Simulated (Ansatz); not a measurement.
**A relaxation, step by step**

SnNH$_{7}$S, singlet, PBE0-D4/def2-TZVP (Ansatz 0.2.0). Settings:

```yaml
hamiltonian: {xc: pbe0, dispersion: d4}
relax: {f_tol: 0.005, max_steps: 200}
```

Start, a step off a saddle point along its unstable mode:

```
10
angstrom
Sn -0.8576 0.4615 -0.8233
S 0.9727 1.3434 1.5654
H -1.6798 -0.6429 -1.9154
H -2.0305 1.1288 0.1785
H 0.2733 1.3023 -1.7368
H 0.5939 -0.5126 0.9082
N 0.1687 -1.1026 0.3175
H 2.1520 1.3998 0.9083
H 0.8502 -1.6323 -0.2137
H -0.4429 -1.7454 0.8113
```

```
               step  energy less the last (meV)  largest force component (eV/Å)
                  1                      1439.5                           4.071
                  7                       443.2                           0.710
                 13                       134.2                           0.224
                 19                       126.0                           0.071
                 25                       118.8                           0.343
                 31                        67.5                           0.170
                 37                        27.2                           0.096
                 43                        11.0                           0.018
49 (rejected trial)                         8.4                           0.083
                 55                         4.5                           0.012
                 61                         1.6                           0.047
                 67                         0.6                           0.028
                 73                         0.3                           0.012
                 79                         0.2                           0.017
                 85                         0.1                           0.019
                 88                         0.0                           0.001
```

Step 37, positions (Å) and forces (eV/Å):

```json
{"atom": "Sn1", "x": "-0.923", "y": "1.573", "z": "-0.798", "Fx": "0.004", "Fy": "0.006", "Fz": "0.005"}
{"atom": "S2", "x": "0.798", "y": "1.634", "z": "0.863", "Fx": "0.027", "Fy": "-0.096", "Fz": "-0.042"}
{"atom": "H3", "x": "-1.515", "y": "-0.026", "z": "-0.905", "Fx": "-0.004", "Fy": "0.005", "Fz": "0.004"}
{"atom": "H4", "x": "-2.161", "y": "2.637", "z": "-0.304", "Fx": "0.007", "Fy": "0.004", "Fz": "0.001"}
{"atom": "H5", "x": "-0.311", "y": "2.061", "z": "-2.316", "Fx": "-0.001", "Fy": "-0.006", "Fz": "-0.008"}
{"atom": "H6", "x": "0.255", "y": "-1.743", "z": "1.458", "Fx": "0.062", "Fy": "-0.046", "Fz": "-0.088"}
{"atom": "N7", "x": "0.839", "y": "-1.799", "z": "0.629", "Fx": "-0.030", "Fy": "-0.067", "Fz": "0.062"}
{"atom": "H8", "x": "1.115", "y": "0.331", "z": "0.624", "Fx": "-0.042", "Fy": "0.082", "Fz": "0.038"}
{"atom": "H9", "x": "1.612", "y": "-2.419", "z": "0.844", "Fx": "-0.029", "Fy": "0.066", "Fz": "0.005"}
{"atom": "H10", "x": "0.291", "y": "-2.249", "z": "-0.095", "Fx": "0.008", "Fy": "0.052", "Fz": "0.024"}
```

Step 61, positions (Å) and forces (eV/Å):

| atom | x | y | z | Fx | Fy | Fz |
| --- | --- | --- | --- | --- | --- | --- |
| Sn1 | -0.985 | 1.585 | -0.752 | -0.019 | 0.003 | -0.019 |
| S2 | 0.548 | 1.614 | 1.077 | 0.018 | -0.010 | 0.018 |
| H3 | -2.080 | 0.286 | -0.560 | 0.000 | 0.000 | 0.001 |
| H4 | -1.812 | 3.075 | -0.731 | 0.001 | 0.001 | -0.002 |
| H5 | -0.151 | 1.393 | -2.232 | 0.000 | -0.002 | 0.000 |
| H6 | 0.460 | -2.220 | 1.382 | 0.003 | -0.006 | 0.009 |
| N7 | 0.903 | -1.782 | 0.584 | -0.027 | -0.011 | -0.047 |
| H8 | 0.798 | 0.284 | 0.920 | -0.003 | 0.008 | 0.003 |
| H9 | 1.867 | -2.090 | 0.562 | 0.008 | -0.003 | 0.006 |
| H10 | 0.452 | -2.145 | -0.248 | 0.018 | 0.019 | 0.031 |

Step 73, positions (Å) and forces (eV/Å):

```tsv
atom	x	y	z	Fx	Fy	Fz
Sn1	-1.015	1.573	-0.724	-0.003	-0.004	0.003
S2	0.443	1.595	1.167	0.000	0.002	0.001
H3	-2.290	0.462	-0.468	0.002	0.002	-0.001
H4	-1.627	3.153	-0.897	0.000	0.001	0.000
H5	-0.152	1.109	-2.126	0.001	-0.001	-0.002
H6	0.562	-2.320	1.311	0.010	0.004	-0.011
N7	0.937	-1.769	0.548	-0.001	0.002	0.011
H8	0.706	0.269	1.007	0.000	0.000	-0.002
H9	1.928	-1.966	0.487	-0.012	-0.004	0.002
H10	0.509	-2.106	-0.306	0.003	-0.002	-0.001
```

Last step (88):

```xyz
10
angstrom
Sn -1.0323 1.5680 -0.7116
S 0.4591 1.5997 1.1533
H -2.3351 0.5032 -0.4070
H -1.6013 3.1607 -0.9181
H -0.2050 1.0414 -2.1125
H 0.4705 -2.3322 1.2281
N 0.9504 -1.7653 0.5397
H 0.7177 0.2721 0.9968
H 1.9383 -1.9782 0.6055
H 0.6376 -2.0695 -0.3743
```

Hardware: 4 CPU threads of an Intel Xeon Platinum 8488C, shared host. Wall time about 3.7 min.
